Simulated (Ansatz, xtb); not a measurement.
# Ranking isomers of C4H4F4

3 gas-phase structures of C4H4F4, from a drawn sample of its isomers (lower ones may exist). Each was relaxed with GFN2-xTB:

A. `F[C@@H]1C[C@@H]1C(F)(F)F`, a singlet
B. `F[C@@H]1C[C@H]1C(F)(F)F`, a singlet
C. `FC(F)(F)C1(F)CC1`, a singlet

Task: Which do you expect lowest at r2SCAN-D4/def2-SVP, and how would the others follow?

Result: Calculated order at r2SCAN-D4/def2-SVP: B (0.0), C (0.9), A (1.6) kcal/mol. Less than 1 kcal/mol parts B and C; C and A, so the order within those pairs means little.

Energies above the lowest of each column, in kcal/mol; the last columns are at B3LYP-D3(BJ)/def2-SVP geometries:

```json
{"structure": "B", "GFN2-xTB": "0.0", "HF/STO-3G": "0.0", "r2SCAN-D4/def2-SVP": "0.0", "B3LYP-D3(BJ)/def2-SVP": "0.0", "CCSD(T)/def2-SVP + ΔMP2/def2-TZVPP": "0.0"}
{"structure": "C", "GFN2-xTB": "4.1", "HF/STO-3G": "1.0", "r2SCAN-D4/def2-SVP": "0.9", "B3LYP-D3(BJ)/def2-SVP": "1.3", "CCSD(T)/def2-SVP + ΔMP2/def2-TZVPP": "1.2"}
{"structure": "A", "GFN2-xTB": "2.1", "HF/STO-3G": "0.9", "r2SCAN-D4/def2-SVP": "1.6", "B3LYP-D3(BJ)/def2-SVP": "1.8", "CCSD(T)/def2-SVP + ΔMP2/def2-TZVPP": "2.4"}
```

Every level run on B puts it lowest or level with the lowest. ΔMP2 is the change of the MP2 energy from the smaller to the larger basis.

Programs: Ansatz 0.2.0, xtb 6.7.1.
